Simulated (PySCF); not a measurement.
**Magnetisability: `C(O[C@H](CC#N)C#N)=O`, C$_{5}$H$_{4}$N$_{2}$O$_{2}$**

Geometry:
```tsv
atom	x (Å)	y (Å)	z (Å)
N1	-1.247	-2.691	0.190
C2	-1.322	-1.567	0.007
C3	-1.385	-0.142	-0.219
C4	-0.060	0.525	0.196
C5	-0.180	1.969	0.084
N6	-0.288	3.101	-0.018
O7	0.992	0.071	-0.668
C8	2.060	-0.472	-0.094
O9	2.244	-0.602	1.076
H10	-1.567	0.042	-1.282
H11	-2.208	0.281	0.364
H12	0.205	0.265	1.235
H13	2.753	-0.781	-0.890
```

Computed with GIAO PBE0/pcSseg-1 magnetisability, rotational g tensor and spin-rotation constants, non-relativistic, gas phase (PySCF 2.14.0). Geometry: GFN2-xTB.

What are the magnetisability and the molar susceptibility?

Isotropic -1079 × 10⁻³⁰ J/T², or -65.0 × 10⁻⁶ cm³/mol; principal values -1338, -993, -907 × 10⁻³⁰ J/T², anisotropy 395 × 10⁻³⁰ J/T² (root of half the summed squared differences of the principal values). The susceptibility is in cgs units.

Split it along the inertial axes a, b, c into diamagnetic and paramagnetic parts about the centre of mass, with the quadrupole moment.


| axis | χ (10⁻⁶ cm³/mol) | diamagnetic (10⁻⁶ cm³/mol) | paramagnetic (10⁻⁶ cm³/mol) | summed x² of all electrons (Å²) | quadrupole Θ (D Å) |
| --- | --- | --- | --- | --- | --- |
| a | -80.4 | -665.1 | 584.7 | 180.4 | -25.12 |
| b | -59.5 | -877.2 | 817.7 | 130.4 | +13.80 |
| c | -55.0 | -1318.7 | 1263.7 | 26.3 | +11.33 |

Anisotropies 2χaa − χbb − χcc = -46.3 and 2χbb − χaa − χcc = +16.5 × 10⁻⁶ cm³/mol. Θ is traceless in Buckingham's convention.

And the rotational g tensor?


```tsv
axis	rotational constant (GHz)	g	nuclear part	electronic part
a	1.9988	-0.0058	0.5433	-0.5490
b	1.4153	-0.0333	0.5104	-0.5437
c	0.9100	-0.0227	0.5176	-0.5403
```
Asymmetric top; isotopes 12C, 1H, 14N, 16O; no vibrational averaging.
